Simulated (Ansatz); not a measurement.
BClH4OSSi, SMILES `OB(S)[SiH2]Cl`, relaxed with RKS PBE-D4/def2-SVP in Ansatz from a rough embedded geometry. The force threshold is 0.03 eV/Å; the program also tests the step.

Charge 0, multiplicity 1.

Start:

```xyz
9

O     0.536    0.823   -1.686
B     0.501    0.124   -0.407
S     2.089   -0.482    0.345
Si   -1.097   -0.112    0.600
Cl   -1.495   -2.154    0.911
H     0.394    0.014   -2.364
H     2.357    0.770    1.002
H    -1.045    0.578    1.870
H    -2.240    0.441   -0.270
```

Q: By how much does the energy fall, and how many steps does the optimiser take? (Best estimate.)

A: Ansatz gave: 171.52 kJ/mol, in 31 steps, 2 of them rejected.

Q: Which bonds change most? (Estimate.)

A: Computed: B2–Si4 from 1.903 to 2.037 Å; O1–H6 from 1.066 to 0.974 Å; O1–B2 from 1.457 to 1.370 Å; S3–H7 from 1.439 to 1.367 Å.

Q: Give the relaxed structure. (Best estimate.)

A: Ansatz gave: 
```xyz
9

O     0.893    1.104   -1.187
B     0.609    0.162   -0.234
S     1.971   -0.770    0.512
Si   -1.266   -0.279    0.431
Cl   -1.173   -1.812    1.851
H     0.108    1.560   -1.540
H     2.957   -0.153   -0.207
H    -1.931    0.916    1.067
H    -2.168   -0.729   -0.692
```
